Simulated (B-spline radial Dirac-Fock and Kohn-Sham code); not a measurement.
**Dipole and non-dipole photoemission parameters of Cu²⁺ 2s**

System: the Cu²⁺ ion in the configuration [Ar] 3d9; threshold 1114.3 eV (orbital energy of the model). The computed values come from a radial atomic solver: Dirac-Hartree-Slater photoionisation with a Latter tail; cross sections with all multipoles, angular parameters from the dipole term and its interference with E2.

For linearly polarised light dσ/dΩ = σ/(4π) [1 + β P₂(cos θ) + (δ + γ cos²θ) sin θ cos φ], with θ from the polarisation vector and φ the angle between the beam and the projection of the electron momentum on the plane normal to the polarisation.

```
hν (eV)  σ (kb)      β       γ
 1486.9    74.8  1.999   0.144
   1750    57.3  1.999  -0.014
   2770    24.8  1.999   0.008
 2984.4       ?      ?       ?
   4780    8.07  1.999   0.442
   6000    4.87  1.999   0.695
 8047.8    2.46  1.999   1.069
   8070    2.45  1.999   1.073
 9251.7    1.76  1.999   1.265
   9430    1.68  1.999   1.293
   9600    1.61  1.999   1.319
  10100    1.42  1.999   1.394
  11100    1.13  1.999   1.538
  12000   0.928  1.999   1.660
  12400   0.855  1.999   1.713
```

Task: Give the values at Ag Lα (2984.4 eV).

Result: σ = 21.5 kb, β = 1.999, γ = 0.049. For an s subshell δ is negligible.
